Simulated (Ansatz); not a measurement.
Cost and result for the atomization energy of CH$_{7}$BOSi (`OCB[SiH3]`) (11 atoms, 10 bonds).

```xyz
11

O     1.872    1.505   -0.654
C     0.943    0.443   -0.652
B    -0.056    0.459    0.530
Si   -1.460   -0.977    0.712
H     2.446    1.414   -1.419
H     1.441   -0.546   -0.637
H     0.340    0.416   -1.580
H     0.000    1.329    1.350
H    -1.430   -1.989   -0.383
H    -2.817   -0.359    0.728
H    -1.279   -1.695    2.006
```

Total charge 0; spin multiplicity 1. All single points use the PBE0-D4/def2-TZVP geometry. It is one conformer, not always the lowest. Program: Ansatz. All runs use 2 threads of an Arm Neoverse V1 on a shared host. Times are those of one run each, without the atoms' runs, and a repeat can differ threefold. Electronic energies, without spin–orbit coupling; frozen cores. CCSD(T)/CBS adds CCSD(T) − MP2 in def2-TZVPP to the MP2 limit, and its time is that of the two runs behind it. T1 = 0.012. B3LYP takes the VWN-RPA correlation (the form of Gaussian; ORCA's B3LYP/G).

CCSD(T)/CBS is a level of theory with its own doubt, some kJ/mol a heavy atom from the limit and from the frozen cores, so smaller differences don't rank the functionals.

| level | functions | wall time |
| --- | --- | --- |
| BHLYP-D4/def2-TZVPP | 233 | 4.1 s |
| CAM-B3LYP-D4/def2-TZVPP | 233 | 4.6 s |
| CCSD(T)/def2-SVP | 95 | 4.8 s |
| B3LYP-D4/def2-TZVPP (with forces) | 233 | 6 s |
| r2SCAN-D4/def2-TZVPP (with forces) | 233 | 6.5 s |
| r2SCANh-D4/def2-TZVPP | 233 | 6.5 s |
| B2PLYP/def2-TZVPP | 233 | 7 s |
| ωB97X-V/def2-TZVPP | 233 | 12 s |
| B97M-V/def2-TZVPP | 233 | 13 s |
| ωB97M-V/def2-TZVPP (with forces) | 233 | 17 s |
| MP2/def2-QZVPP | 451 | 29 s |
| CCSD(T)/def2-TZVPP | 233 | 8.7 min |
| CCSD(T)/CBS(def2) | – | 9.1 min |

Q: What atomization energy does each give, and how far from CCSD(T)/CBS? (Best estimate.)

A: The calculation gave: 
| level | atomization (kcal/mol) | difference from CCSD(T)/CBS | per bond |
| --- | --- | --- | --- |
| BHLYP-D4/def2-TZVPP | 871.3 | -17.1 | -1.7 |
| CAM-B3LYP-D4/def2-TZVPP | 895.3 | 6.9 | 0.7 |
| CCSD(T)/def2-SVP | 840.4 | -48.0 | -4.8 |
| B3LYP-D4/def2-TZVPP (with forces) | 891.2 | 2.8 | 0.3 |
| r2SCAN-D4/def2-TZVPP (with forces) | 892.5 | 4.1 | 0.4 |
| r2SCANh-D4/def2-TZVPP | 888.1 | -0.3 | 0.0 |
| B2PLYP/def2-TZVPP | 880.1 | -8.3 | -0.8 |
| ωB97X-V/def2-TZVPP | 893.7 | 5.3 | 0.5 |
| B97M-V/def2-TZVPP | 893.3 | 4.9 | 0.5 |
| ωB97M-V/def2-TZVPP (with forces) | 892.2 | 3.8 | 0.4 |
| MP2/def2-QZVPP | 885.5 | -2.9 | -0.3 |
| CCSD(T)/def2-TZVPP | 866.9 | -21.5 | -2.1 |
| CCSD(T)/CBS(def2) | 888.4 | 0.0 | 0.0 |

From PBE to PBE0 (25 % exact exchange), in def2-TZVPP and without D4, the atomization energy moves by −10.4 kcal/mol: exact exchange takes away binding that semilocal exchange gives to molecules. In def2-TZVPP, CCSD(T) changes the Hartree–Fock value by +203.1 kcal/mol (the triples alone add +9.8 kcal/mol) and MP2 by +209.0 kcal/mol; breaking electron pairs costs correlation energy, which Hartree–Fock lacks. The D4 term adds +6.6 kcal/mol with B3LYP and +3.5 kcal/mol with PBE0; it sums over pairs of atoms, weighted by their polarisabilities, and B3LYP, whose exchange is more repulsive, gets the larger term.
